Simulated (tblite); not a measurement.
Species: C7H10P (charge -1).
Bonds: C1–C2, C2–C3, C3–C4 (aromatic), C4–P5 (aromatic), P5–C6 (aromatic), C6–C7, C6–C8 (aromatic), C3–C8 (aromatic). Hydrogens: H9, H10, H11 on C1; H12, H13 on C2; H14 on C4; H15, H16, H17 on C7; H18 on C8.

Structure optimised with GFN2-xTB, isolated species.

Task: What internal coordinates does the optimisation give?

Result: 
| bond | length (bohr) |
| --- | --- |
| C1–C2 | 2.894 |
| C2–C3 | 2.839 |
| C3–C4 | 2.608 |
| C4–P5 | 3.297 |
| P5–C6 | 3.320 |
| C6–C7 | 2.837 |
| C6–C8 | 2.609 |
| C3–C8 | 2.650 |
| C1–H9, C1–H10, C1–H11 | 2.060 |
| C2–H12, C2–H13 | 2.072 |
| C4–H14 | 2.047 |
| C7–H15, C7–H16, C7–H17 | 2.066 |
| C8–H18 | 2.051 |

Bonds in one row agree within 0.02 bohr and their mean is given. A selection of angles:
| angle | degrees |
| --- | --- |
| C2–C1–H9 | 110.0 |
| C2–C1–H11 | 111.5 |
| H9–C1–H10 | 108.1 |
| H9–C1–H11 | 108.7 |
| C1–C2–C3 | 111.5 |
| C1–C2–H12 | 108.8 |
| C3–C2–H12 | 109.8 |
| H12–C2–H13 | 107.8 |
| C2–C3–C4 | 124.1 |
| C2–C3–C8 | 124.0 |
| C4–C3–C8 | 111.8 |
| C3–C4–P5 | 113.2 |
| C3–C4–H14 | 124.4 |
| P5–C4–H14 | 122.4 |
| C4–P5–C6 | 89.6 |
| P5–C6–C7 | 124.2 |
| P5–C6–C8 | 111.8 |
| C7–C6–C8 | 124.0 |
| C6–C7–H15 | 111.1 |
| C6–C7–H17 | 110.4 |
| H15–C7–H16 | 107.5 |
| C6–C8–H18 | 123.1 |
| C3–C8–C6 | 113.5 |
| C3–C8–H18 | 123.3 |

Torsions: C1–C2–C3–C4 93° (anticlinal). The mirror-image conformer, all signs reversed, is as good.

C8 (aromatic CH carbon) is planar (angles 123.3°, 123.1° and 113.5°, sum 360.0°, 0.00 Å off the plane of its three neighbours). The 5-membered ring C3–C4–P5–C6–C8 has internal angles of 89.6° to 113.5°; it is planar, 0.00 Å rms from its mean plane, widest ring torsion 0°. The 6 C–C bonds span 1.380 Å (C3–C4, aromatic) to 1.532 Å (C1–C2, drawn single), a spread of 0.152 Å. C4 (aromatic CH carbon) is planar (angles 124.4°, 122.4° and 113.2°, sum 360.0°, 0.00 Å off the plane of its three neighbours). C3 (substituted aromatic carbon) is planar (angles 124.1°, 124.0° and 111.8°, sum 360.0°, 0.02 Å off the plane of its three neighbours). P5 (phosphorus bonded to 2 C) is bent (angle 89.6°). C6 (substituted aromatic carbon) is planar (angles 124.2°, 124.0° and 111.8°, sum 360.0°, 0.00 Å off the plane of its three neighbours).

Point group: C1 (no symmetry element, even within 0.4 Å). Its GFN2-xTB frequencies are all real (lowest 37 cm⁻¹).

These are computed values.
